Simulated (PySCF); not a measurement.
**Fractional electron number in Zr²⁺ (zirconium, charge +2)**

The 4d alpha orbital of [Kr] 4d2 is emptied in steps (occupation f), with all orbitals relaxed, ending at [Kr] 4d1. Calculation: PySCF 2.14, in aug-cc-pVDZ-PP with ECP28MDF; a scalar-relativistic core potential. The exact energy is a straight line in f; departures are measured from the line between the end points of the same method.

| f | BHandHLYP (eV) | wB97X (eV) | M06-2X (eV) |
| --- | --- | --- | --- |
| 1 | 0.000 | 0.000 | 0.000 |
| 0.8 | -0.387 | -0.203 | -0.390 |
| 0.6 | -0.582 | -0.305 | -0.590 |
| 0.4 | -0.583 | -0.305 | -0.596 |
| 0.2 | -0.390 | -0.203 | -0.401 |
| 0 | 0.000 | 0.000 | 0.000 |

| method | E(f=0) − E(f=1) (eV) | −ε at f=1 (eV) | −ε at f=0.4 (eV) |
| --- | --- | --- | --- |
| BHandHLYP | 23.190 | 20.779 | 23.669 |
| wB97X | 22.904 | 21.644 | 23.161 |
| M06-2X | 23.052 | 20.632 | 23.521 |

Orbital energy along the path (eV):

```csv
f,BHandHLYP,wB97X,M06-2X
1,-20.779,-21.644,-20.632
0.8,-21.734,-22.139,-21.572
0.6,-22.698,-22.647,-22.535
0.4,-23.669,-23.161,-23.521
0.2,-24.646,-23.669,-24.535
0,-25.642,-24.167,-25.589
```

Reference removal energy between the ground levels: 23.170 eV (semi-empirical (NIST evaluation); NIST Atomic Spectra Database, ionization energies). The calculation has no spin-orbit coupling.
